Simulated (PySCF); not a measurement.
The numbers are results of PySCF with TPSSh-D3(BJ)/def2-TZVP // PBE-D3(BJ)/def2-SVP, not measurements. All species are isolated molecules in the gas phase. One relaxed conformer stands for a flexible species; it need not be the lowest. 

Reference species: [W(OH)6] (neutral, multiplicity 1).

```
Quantity                                Result
-------------------------------------  -------
HOMO–LUMO gap                          4.71 eV
charge on the central atom (Mulliken)   1.49 e
```

Changed species: [W(OH)5(NH2)] (1 of 6 OH replaced by NH2; the reference has 0 of 6 OH replaced by NH2).

Q: Give the shifts of the HOMO–LUMO gap and charge on the central atom (Mulliken).

A: the HOMO–LUMO gap falls by 0.60 eV, to 4.11 eV; the charge on the central atom (Mulliken) drops by 0.02 e, to 1.47 e.
